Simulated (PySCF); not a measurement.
## Nickel: a sound run and one with changed settings

Sound run: Ni [Ar] 3d8 4s2, Ni+ [Ar] 3d9. All numbers are calculated (PySCF 2.14, the non-relativistic Hamiltonian (point nucleus), in def2-TZVP (6s4p4d1f, 45 functions)). In the sound run the correlated levels freeze [Ar]. The sound run starts from symmetry-adapted Hartree-Fock orbitals and uses a fine grid where one is needed.

Changed run: scalar relativity by spin-free X2C-1e. This setting is unsound on purpose.

```json
{"species": "Ni", "method": "UHF", "sound run (hartree)": "-1506.84619", "changed run (hartree)": "-1516.80511", "converged": "yes"}
{"species": "Ni", "method": "TPSS", "sound run (hartree)": "-1508.28761", "changed run (hartree)": "-1518.24576", "converged": "yes"}
{"species": "Ni", "method": "PBE", "sound run (hartree)": "-1508.00514", "changed run (hartree)": "-1517.96191", "converged": "yes"}
{"species": "Ni", "method": "MP2", "sound run (hartree)": "-1507.10340", "changed run (hartree)": "-1517.06600", "converged": "yes"}
{"species": "Ni+", "method": "UHF", "sound run (hartree)": "-1506.56322", "changed run (hartree)": "-1516.50303", "converged": "yes"}
{"species": "Ni+", "method": "TPSS", "sound run (hartree)": "-1508.02616", "changed run (hartree)": "-1517.96254", "converged": "no"}
{"species": "Ni+", "method": "PBE", "sound run (hartree)": "-1507.74241", "changed run (hartree)": "-1517.67774", "converged": "no"}
{"species": "Ni+", "method": "MP2", "sound run (hartree)": "-1506.86808", "changed run (hartree)": "-1516.81084", "converged": "yes"}
```

Ionisation energy of Ni:

```csv
method,sound run (eV),changed run (eV)
UHF,7.700,8.220
MP2,6.403,6.943
SCS-MP2,6.635,7.171
```

Most of the change in total energy is the relativistic energy itself. On top of that the contraction fixes the core shape for the Hamiltonian it was made with, so the changed run is not a good calculation with the other Hamiltonian either.

For comparison, NIST gives 7.640 eV between the lowest levels.
